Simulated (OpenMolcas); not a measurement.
Pd2+ (d8) among equal point charges was computed by CASSCF with the d shell active (OpenMolcas, ANO-RCC-VTZP on the metal). Its lowest spin-free states, and all those of the highest spin:

```csv
2S+1,Degeneracy,E (cm-1)
3,1,0.0
3,3,11055
1,2,15505
3,3,18048
1,3,25134
1,1,25655
3,3,29328
1,3,29683
1,2,37813
1,3,38145
1,1,61879
```

Problem. Is the site octahedral, tetrahedral or cube-like, axial, or of lower symmetry?

Solution. The states with 2S+1 = 3 have orbital degeneracies 1, 3, 3, 3. Threefold states need a cubic site. For d8 at this spin an octahedron puts the single A2 below the threefold T2 and a tetrahedron or cube puts the threefold T1 below the threefold T2, so the site is octahedral. The first gap at this spin, 11100 cm-1, is |10Dq| in ligand-field theory. The run had Pd2+ among 6 point charges of -1.5 e arranged as an octahedron (Oh), 1.8 Å from the ion. The active orbitals were held to one l.

Without dynamic correlation the repulsion within the d shell is too large (B by tens of per cent), so at a given field states of lower spin stand too high. Real 4d8 and 5d8 ions are as a rule square planar and diamagnetic. Point charges carry no covalency, so the field is a model and not that of real ligands. No measured value stands beside these numbers.
